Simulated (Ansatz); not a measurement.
Ansatz (a program for electronic structure) input (B3LYP-D3(BJ)/def2-TZVP):

Ansatz 0.2 input:
```yaml
crystal:
  periodic: [false, false, false]
  atoms:
    - {symbol: S, position_ang: [-1.25753170, -0.39590933, -0.07971616]}
    - {symbol: S, position_ang: [0.73035807, -0.20710780, 0.18359427]}
    - {symbol: O, position_ang: [1.23376538, 1.09580058, -0.14400845]}
    - {symbol: H, position_ang: [-1.43534504, 0.88186946, -0.50998220]}
basis:
  gaussian:
    orbitals: def2-TZVP
hamiltonian:
  xc: b3lyp
  dispersion: d3bj
total_charge: 1
phonons: {temperatures: {t_min: 298.15, t_max: 298.15, t_step: 100}}
```

Output:

```
Functional definition: B3LYP
integrals: 0.03 GiB planned
737 factors; their error is unknown
mean field: 0.33 GiB planned
mean field evaluation 1: about -23712.5309 eV, gradient 9.0e1 eV
mean field evaluation 2: about -23535.0896 eV, gradient 2.3e2 eV
mean field evaluation 4: about -23724.1932 eV, gradient 3.1e1 eV
mean field evaluation 8: about -23726.8416 eV, gradient 2.8e-1 eV
mean field evaluation 16: about -23726.8838 eV, gradient 1.0e-4 eV
mean field -23726.88378159 eV, -871.9468963140 hartree, gradient 1.4e-5 eV, S^2 0.000000; 0 other end points of the search recorded, 0 dependent functions left out
the calculation of the forces begins
reference -23726.88397526 eV, -871.9469034313 hartree; 20, 20 occupied and 91, 91 virtual orbitals, 737 factors
these checks for a lower state are left out or cut short: stability, starts, cluster_reference, orbital_swaps, neighbouring_geometries, increment
integrals: 0.03 GiB planned
737 factors; their error is unknown
mean field: 0.33 GiB planned
mean field -23726.88367988 eV, -871.9468925763 hartree, gradient 1.7e-6 eV, S^2 0.000000; 0 other end points of the search recorded, 0 dependent functions left out
the calculation of the forces begins
reference -23726.88387354 eV, -871.9468996932 hartree; 20, 20 occupied and 91, 91 virtual orbitals, 737 factors
these checks for a lower state are left out or cut short: stability, starts, cluster_reference, orbital_swaps, neighbouring_geometries, increment
integrals: 0.03 GiB planned
737 factors; their error is unknown
mean field: 0.33 GiB planned
mean field evaluation 32: about -23726.8837 eV, gradient 1.6e-6 eV
mean field -23726.88371006 eV, -871.9468936852 hartree, gradient 1.6e-6 eV, S^2 0.000000; 0 other end points of the search recorded, 0 dependent functions left out
the calculation of the forces begins
reference -23726.88390374 eV, -871.9469008029 hartree; 20, 20 occupied and 91, 91 virtual orbitals, 737 factors
these checks for a lower state are left out or cut short: stability, starts, cluster_reference, orbital_swaps, neighbouring_geometries, increment
integrals: 0.03 GiB planned
737 factors; their error is unknown
mean field: 0.33 GiB planned
mean field -23726.88372788 eV, -871.9468943400 hartree, gradient 2.6e-6 eV, S^2 0.000000; 0 other end points of the search recorded, 0 dependent functions left out
the calculation of the forces begins
reference -23726.88392154 eV, -871.9469014570 hartree; 20, 20 occupied and 91, 91 virtual orbitals, 737 factors
these checks for a lower state are left out or cut short: stability, starts, cluster_reference, orbital_swaps, neighbouring_geometries, increment
integrals: 0.03 GiB planned
737 factors; their error is unknown
mean field: 0.33 GiB planned
mean field -23726.88377328 eV, -871.9468960086 hartree, gradient 2.7e-6 eV, S^2 0.000000; 0 other end points of the search recorded, 0 dependent functions left out
the calculation of the forces begins
reference -23726.88396696 eV, -871.9469031261 hartree; 20, 20 occupied and 91, 91 virtual orbitals, 737 factors
these checks for a lower state are left out or cut short: stability, starts, cluster_reference, orbital_swaps, neighbouring_geometries, increment
integrals: 0.03 GiB planned
737 factors; their error is unknown
mean field: 0.33 GiB planned
mean field -23726.88358342 eV, -871.9468890315 hartree, gradient 1.0e-6 eV, S^2 0.000000; 0 other end points of the search recorded, 0 dependent functions left out
the calculation of the forces begins
reference -23726.88377705 eV, -871.9468961470 hartree; 20, 20 occupied and 91, 91 virtual orbitals, 737 factors
these checks for a lower state are left out or cut short: stability, starts, cluster_reference, orbital_swaps, neighbouring_geometries, increment
integrals: 0.03 GiB planned
737 factors; their error is unknown
mean field: 0.33 GiB planned
mean field -23726.88360069 eV, -871.9468896661 hartree, gradient 1.0e-6 eV, S^2 0.000000; 0 other end points of the search recorded, 0 dependent functions left out
the calculation of the forces begins
reference -23726.88379441 eV, -871.9468967850 hartree; 20, 20 occupied and 91, 91 virtual orbitals, 737 factors
these checks for a lower state are left out or cut short: stability, starts, cluster_reference, orbital_swaps, neighbouring_geometries, increment
integrals: 0.03 GiB planned
737 factors; their error is unknown
mean field: 0.33 GiB planned
mean field evaluation 64: about -23726.8837 eV, gradient 1.4e-1 eV
mean field -23726.88374618 eV, -871.9468950127 hartree, gradient 1.0e-6 eV, S^2 0.000000; 0 other end points of the search recorded, 0 dependent functions left out
the calculation of the forces begins
reference -23726.88393985 eV, -871.9469021298 hartree; 20, 20 occupied and 91, 91 virtual orbitals, 737 factors
these checks for a lower state are left out or cut short: stability, starts, cluster_reference, orbital_swaps, neighbouring_geometries, increment
integrals: 0.03 GiB planned
737 factors; their error is unknown
mean field: 0.33 GiB planned
mean field -23726.88372226 eV, -871.9468941337 hartree, gradient 1.0e-6 eV, S^2 0.000000; 0 other end points of the search recorded, 0 dependent functions left out
the calculation of the forces begins
reference -23726.88391593 eV, -871.9469012511 hartree; 20, 20 occupied and 91, 91 virtual orbitals, 737 factors
these checks for a lower state are left out or cut short: stability, starts, cluster_reference, orbital_swaps, neighbouring_geometries, increment
integrals: 0.03 GiB planned
737 factors; their error is unknown
mean field: 0.33 GiB planned
mean field -23726.88362197 eV, -871.9468904481 hartree, gradient 1.0e-6 eV, S^2 0.000000; 0 other end points of the search recorded, 0 dependent functions left out
the calculation of the forces begins
reference -23726.88381569 eV, -871.9468975671 hartree; 20, 20 occupied and 91, 91 virtual orbitals, 737 factors
these checks for a lower state are left out or cut short: stability, starts, cluster_reference, orbital_swaps, neighbouring_geometries, increment
integrals: 0.03 GiB planned
737 factors; their error is unknown
mean field: 0.33 GiB planned
mean field -23726.88358692 eV, -871.9468891600 hartree, gradient 1.0e-6 eV, S^2 0.000000; 0 other end points of the search recorded, 0 dependent functions left out
the calculation of the forces begins
reference -23726.88378054 eV, -871.9468962755 hartree; 20, 20 occupied and 91, 91 virtual orbitals, 737 factors
these checks for a lower state are left out or cut short: stability, starts, cluster_reference, orbital_swaps, neighbouring_geometries, increment
integrals: 0.03 GiB planned
737 factors; their error is unknown
mean field: 0.33 GiB planned
mean field evaluation 96: about -23726.8838 eV, gradient 6.7e-4 eV
mean field -23726.88378374 eV, -871.9468963929 hartree, gradient 1.0e-6 eV, S^2 0.000000; 0 other end points of the search recorded, 0 dependent functions left out
the calculation of the forces begins
reference -23726.88397744 eV, -871.9469035112 hartree; 20, 20 occupied and 91, 91 virtual orbitals, 737 factors
these checks for a lower state are left out or cut short: stability, starts, cluster_reference, orbital_swaps, neighbouring_geometries, increment
integrals: 0.03 GiB planned
737 factors; their error is unknown
mean field: 0.33 GiB planned
mean field -23726.88373710 eV, -871.9468946791 hartree, gradient 1.0e-6 eV, S^2 0.000000; 0 other end points of the search recorded, 0 dependent functions left out
the calculation of the forces begins
reference -23726.88393074 eV, -871.9469017953 hartree; 20, 20 occupied and 91, 91 virtual orbitals, 737 factors
these checks for a lower state are left out or cut short: stability, starts, cluster_reference, orbital_swaps, neighbouring_geometries, increment
integrals: 0.03 GiB planned
737 factors; their error is unknown
mean field: 0.33 GiB planned
mean field -23726.88371469 eV, -871.9468938554 hartree, gradient 2.5e-6 eV, S^2 0.000000; 0 other end points of the search recorded, 0 dependent functions left out
the calculation of the forces begins
reference -23726.88390837 eV, -871.9469009730 hartree; 20, 20 occupied and 91, 91 virtual orbitals, 737 factors
these checks for a lower state are left out or cut short: stability, starts, cluster_reference, orbital_swaps, neighbouring_geometries, increment
integrals: 0.03 GiB planned
737 factors; their error is unknown
mean field: 0.33 GiB planned
mean field -23726.88370237 eV, -871.9468934027 hartree, gradient 7.9e-7 eV, S^2 0.000000; 0 other end points of the search recorded, 0 dependent functions left out
the calculation of the forces begins
reference -23726.88389603 eV, -871.9469005196 hartree; 20, 20 occupied and 91, 91 virtual orbitals, 737 factors
these checks for a lower state are left out or cut short: stability, starts, cluster_reference, orbital_swaps, neighbouring_geometries, increment
integrals: 0.03 GiB planned
737 factors; their error is unknown
mean field: 0.33 GiB planned
mean field -23726.88376387 eV, -871.9468956628 hartree, gradient 1.2e-6 eV, S^2 0.000000; 0 other end points of the search recorded, 0 dependent functions left out
the calculation of the forces begins
reference -23726.88395752 eV, -871.9469027794 hartree; 20, 20 occupied and 91, 91 virtual orbitals, 737 factors
these checks for a lower state are left out or cut short: stability, starts, cluster_reference, orbital_swaps, neighbouring_geometries, increment
integrals: 0.03 GiB planned
737 factors; their error is unknown
mean field: 0.33 GiB planned
mean field evaluation 128: about -23726.8838 eV, gradient 1.1e-5 eV
mean field -23726.88378904 eV, -871.9468965878 hartree, gradient 1.3e-6 eV, S^2 0.000000; 0 other end points of the search recorded, 0 dependent functions left out
the calculation of the forces begins
reference -23726.88398273 eV, -871.9469037056 hartree; 20, 20 occupied and 91, 91 virtual orbitals, 737 factors
Total energy: -23727.04332619 eV, -871.9527594698 hartree
Atom 0 at    -1.257532    -0.395909    -0.079716 Å, force    -0.000493    -0.000343     0.000028 eV/Å
Atom 1 at     0.730358    -0.207108     0.183594 Å, force     0.000224    -0.000622     0.000232 eV/Å
Atom 2 at     1.233765     1.095801    -0.144008 Å, force     0.000250     0.000693    -0.000177 eV/Å
Atom 3 at    -1.435345     0.881869    -0.509982 Å, force     0.000020     0.000273    -0.000082 eV/Å
Dipole moment:    -0.353791    -0.211424     0.009000 e Å
Vibrations: 333.83 457.79 549.40 826.70 1285.93 2570.74 cm⁻¹, zero-point energy 0.373465 eV
```

It need not be the lowest isomer of its formula.
